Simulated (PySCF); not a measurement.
## Computed properties of C₄H₄F₂, SMILES C=C(F)/C=C\F

C4H4F2, SMILES C=C(F)/C=C\F. Geometry: B3LYP-D3(BJ)/def2-SVP. The structure was generated by enumeration; whether it is a known compound was not checked. One conformer was computed; it need not be the lowest. All values are computed for the isolated molecule unless a solvent is named; none is compared with measurement here.

**Structure.** The optimised structure has Cs symmetry. All 24 harmonic modes at B3LYP-D3(BJ)/def2-SVP (PySCF) are real, so it is a minimum. With heavy atoms numbered as in [CH2:1]=[C:2]([F:3])/[CH:4]=[CH:5]\[F:6], the shortest bond between them is C5–F6 at 1.330 Å and the longest C2–C4 at 1.455 Å.

**Vibrations.** The strongest infrared lines (harmonic, unscaled, degenerate partners summed) lie at 1757 cm⁻¹ (165 km/mol, C 93 %), 1449 cm⁻¹ (85 km/mol, C 50 %, H 48 %), 1281 cm⁻¹ (83 km/mol, H 69 %, C 18 %, F 13 %). The softest mode is at 79 cm⁻¹ and the zero-point energy is 44.1 kcal/mol.

**Electronic structure.** PBE0/def2-TZVP (PySCF) places the frontier levels at -6.90 and -1.09 eV, a gap of 5.81 eV, and gives a dipole moment of 2.52 D and a mean polarisability of 53.7 bohr³. PBE/def2-TZVP (PySCF) at the same geometry gives -5.81 and -1.98 eV, so its gap is 1.98 eV narrower. An orbital gap is neither the optical nor the fundamental gap.

**Excitations.** TDA-B3LYP/def2-SVPD (PySCF) has S1 at 6.06 eV (205 nm, f = 0.000, dark); the most intense of the 10 singlets computed lies at 6.12 eV (f = 0.94). T1 (TDA) is at 3.12 eV, 2.94 eV under S1. TDA-PBE/def2-SVPD (PySCF) puts S1 at 5.78 eV. No vertical singlet excitation falls in the visible range (under 3.1 eV).

**NMR.** GIAO shifts at PBE0/pcSseg-1 (PySCF) (non-relativistic, atoms alike by connectivity averaged): ¹³C from 101.6 to 171.8 ppm against TMS; ¹H from 5.0 to 6.8 ppm against TMS; ¹⁹F from -110.1 to -109.8 ppm against CFCl3.

**Solvation.** SMD-B3LYP/6-31G* (PySCF) gives 0.5 kcal/mol in water, -3.2 kcal/mol in acetonitrile, -2.5 kcal/mol in tetrahydrofuran (1 M in both phases, gas-phase geometry); of these solvents acetonitrile holds the molecule best.
